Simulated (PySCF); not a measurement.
## Computed structure and properties of TmSF

System: TmSF (singlet in the valence; each metal's 4f electrons, 12 of them, lie in its core potential, out of spins and levels); start: template (Cs). Method: PySCF 2.14.0, RKS PBE0, Tm lcecp-1-SVP with ECP58, S def2-SVP, F def2-SVP; non-relativistic Hamiltonian with scalar-relativistic core potentials where named; density fitting; no spin-orbit coupling.

Input of the relaxation:

```python
mol = gto.M(atom='''
Tm    -0.14742     0.00000    -0.21105
S      1.98138     0.00000     0.74165
F     -2.02352     0.00000     0.62855''',
    basis={'Tm': 'lcecp-1-SVP', 'S': 'def2-SVP', 'F': 'def2-SVP'},
    ecp={'Tm': 'lcecp-1-SVP'},
    charge=0, spin=0)
mf = dft.RKS(mol, xc='PBE0')
mf.grids.atom_grid = (50, 194)  # f atoms: unpruned, at least (60, 302)
mf = mf.density_fit()  # fitting sets: Tm AutoAux, S def2-universal-JKFIT, F def2-universal-JKFIT
mf.conv_tol = 1e-08; mf.max_cycle = 55
mf.kernel(dm0)  # dm0: converged density of the start geometry
# quasi-Newton relaxation in Cartesian coordinates to a largest gradient under 0.00045 Eh/bohr, steps kept in the point group
```

Run from Python with OMP_NUM_THREADS=2; the lines above give its settings. Where DIIS fails, smearing, a level shift and second-order steps follow.
It took 8.7 s on 2 threads of Intel(R) Xeon(R) Platinum 8488C (Sapphire Rapids) (shared host), from the converged density of the start.

Course of the relaxation:

| step | energy above end (eV) | largest force component within the symmetry (eV/Å) |
| --- | --- | --- |
| 0 | 0.1362 | 1.245 |
| 1 | 0.0675 | 0.594 |
| 2 | 0.0147 | 0.268 |
| 3 | 0.0014 | 0.203 |
| 4 | 0.0001 | 0.051 |
| 5 | 0.0000 | 0.004 |

Relaxed geometry (Cs):

```xyz
3

Tm   -0.1752    0.0000   -0.3732
S     1.7986    0.0000    0.8168
F    -1.8130    0.0000    0.7155
```

```tsv
contact	Å
Tm1–S2 (S)	2.305
Tm1–F3 (F)	1.967
```

On the finer grid (75, 302):

```yaml
HOMO: -5.97 eV
LUMO: -2.91 eV
Dipole_about_the_centre_of_mass: 7.91 D
Set_of_Mulliken_populations_of_Tm1_outside_the_core_potential: s 2.37, p 6.32, d 1.48, f 0.04
D3_BJ_dispersion_energy_not_in_the_energies: -0.045 eV
```

```json
{"atom": "Tm1", "Mulliken (e)": "0.79", "Löwdin (e)": "0.35", "spin (e)": "0.00"}
{"atom": "S2", "Mulliken (e)": "-0.38", "Löwdin (e)": "-0.08", "spin (e)": "0.00"}
{"atom": "F3", "Mulliken (e)": "-0.41", "Löwdin (e)": "-0.28", "spin (e)": "0.00"}
```

The 4f levels lie in the core potential and are missing. Their spin isn't counted.

On the grid (50, 194), as all that follows. Harmonic modes: a minimum; lowest 122 cm⁻¹ (negative: unstable), highest 589 cm⁻¹, zero-point energy 0.072 eV.

Rigid scan of S along the line from its metal:

```
distance to S2 (Å)  energy (eV)
              2.00        1.351
              2.10        0.524
              2.20        0.115
              2.30        0.000
              2.40        0.090
              2.50        0.316
              2.60        0.632
              2.75        1.195
```

Taking off one F (charge -1, singlet; the rest: singlet) in vacuum, both parts rigid, costs 11.54 eV; the small basis without counterpoise inflates it. Most of it is the attraction of opposite charges; other ways to part are cheaper, and one spin state was tried for the rest.

Rigid scan of F along the line from its metal:

```csv
distance to F3 (Å),energy (eV)
1.67,1.602
1.77,0.602
1.87,0.129
1.97,0.000
2.07,0.093
2.17,0.324
2.37,0.996
2.67,2.138
3.07,3.498
3.57,4.737
```

One start shape was tried, so this needn't be the lowest isomer.

An lcecp potential fixes the number of 4f electrons, so in runs with it no electron can move into or out of that shell.
